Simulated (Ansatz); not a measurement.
`C=C1N[SiH]1Cl` → `C=C=N[SiH2]Cl`  (isomerisation)

Program: Ansatz. Geometries: PBE0-D4/def2-TZVP. ΔE: electronic, gas phase. CCSD(T)/CBS adds triple-zeta CCSD(T) − MP2 to the extrapolated MP2 energy (def2 sets, frozen cores). Functionals use def2-TZVPP. B3LYP here is the variant with VWN-RPA as its local correlation; programs differ in this. Each species was taken in one conformer, which may not be the lowest.

`C=C1N[SiH]1Cl`:

Cartesian coordinates in Å:
```
C 0.020 -1.708 0.311
C 0.089 -0.401 0.107
N -0.222 0.767 0.829
Si 0.304 1.187 -0.719
Cl -1.009 1.867 -2.118
H 0.342 -2.396 -0.457
H -0.358 -2.121 1.241
H -0.727 0.867 1.694
H 1.560 1.938 -0.888
```

`C=C=N[SiH2]Cl`:

Cartesian coordinates in Å:
```
C -0.220 -2.110 -0.573
C -0.319 -0.967 0.052
N -0.444 0.066 0.666
Si 0.130 1.681 0.522
Cl 1.347 1.955 -1.108
H 0.570 -2.802 -0.315
H -0.922 -2.362 -1.356
H 0.908 1.984 1.738
H -1.049 2.556 0.373
```

```tsv
level	ΔE (kJ/mol)	difference from CCSD(T)/CBS
PBE-D4	-71.8	5.9
r2SCAN-D4	-81.0	-3.3
B3LYP-D4	-93.0	-15.3
ωB97X-V	-78.7	-1.0
ωB97M-V	-79.8	-2.1
B2PLYP	-91.5	-13.8
PBE	-72.8	4.9
r2SCAN	-81.1	-3.4
HF/def2-TZVPP	-119.9	-42.2
MP2/def2-TZVPP	-79.5	-1.8
SCS-MP2/def2-TZVPP	-87.3	-9.6
CCSD/def2-TZVPP	-85.4	-7.7
HF/def2-QZVPP	-119.2	-41.5
MP2/def2-QZVPP	-76.3	1.4
SCS-MP2/def2-QZVPP	-84.2	-6.5
HF/CBS(def2)	-119.1	-41.4
CCSD(T)/CBS	-77.7	0
```

Largest T1 diagnostic among the species: 0.013.

In def2-TZVPP, CCSD(T) changes the Hartree–Fock value by +37.0 kJ/mol (the triples alone add +2.5 kJ/mol) and MP2 by +40.4 kJ/mol.
